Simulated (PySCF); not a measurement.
Ti²⁺: ionisation energy

Ti²⁺ [Ar] 3d2 (3F) → Ti³⁺ [Ar] 3d1 (2D), as a difference of total energies. Calculation: PySCF 2.14, in jorge-DZP-DKH; the spin-free X2C one-electron Hamiltonian (Gaussian nucleus). Correlated levels: valence: [Ar] frozen. The calculations carry no spin-orbit coupling.

| method | ionisation energy (eV) | difference from reference (eV) |
| --- | --- | --- |
| UHF | 26.616 | -0.876 |
| BP86 | 28.012 | +0.520 |
| TPSS | 27.978 | +0.486 |
| MP2 (valence) | 26.682 | -0.810 |
| SCS-MP2 (valence) | 26.638 | -0.854 |

Reference: 27.492 eV (measured; NIST Atomic Spectra Database, ionization energies).

The reference lies between the lowest fine-structure levels, while these numbers refer to the centres of the terms.

Errors of the correlated levels include the incompleteness of this basis and the frozen core.
